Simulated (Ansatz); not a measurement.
Computed with Ansatz.

Basis-set series for CH₄FN₃Si (`N=C1N[Si]1(N)F`). The species carries charge 0 and has multiplicity 1. The geometry is a stationary point of PBE0-D4/def2-TZVP. It is one conformer, not always the lowest.

```json
{"functional": "PBE0-D4", "basis": "def2-SVP", "functions": "108", "energy (Eh)": "-593.39757", "HOMO (eV)": "-6.50", "LUMO (eV)": "0.78"}
{"functional": "PBE0-D4", "basis": "def2-TZVPP", "functions": "253", "energy (Eh)": "-593.87824", "HOMO (eV)": "-6.78", "LUMO (eV)": "0.27"}
{"functional": "ωB97M-V", "basis": "def2-SVP", "functions": "108", "energy (Eh)": "-593.72511", "HOMO (eV)": "-8.72", "LUMO (eV)": "2.53"}
{"functional": "ωB97M-V", "basis": "def2-TZVPP", "functions": "253", "energy (Eh)": "-594.21529", "HOMO (eV)": "-9.02", "LUMO (eV)": "1.81"}
```

Task: Give the rows for def2-QZVPP. (An estimate is asked.)

Result: The calculation gave: 
```json
{"functional": "PBE0-D4", "basis": "def2-QZVPP", "functions": "475", "energy (Eh)": "-593.90611", "HOMO (eV)": "-6.84", "LUMO (eV)": "-0.05"}
{"functional": "ωB97M-V", "basis": "def2-QZVPP", "functions": "475", "energy (Eh)": "-594.24123", "HOMO (eV)": "-9.09", "LUMO (eV)": "1.28"}
```

Positive LUMOs are unbound and depend on the basis.
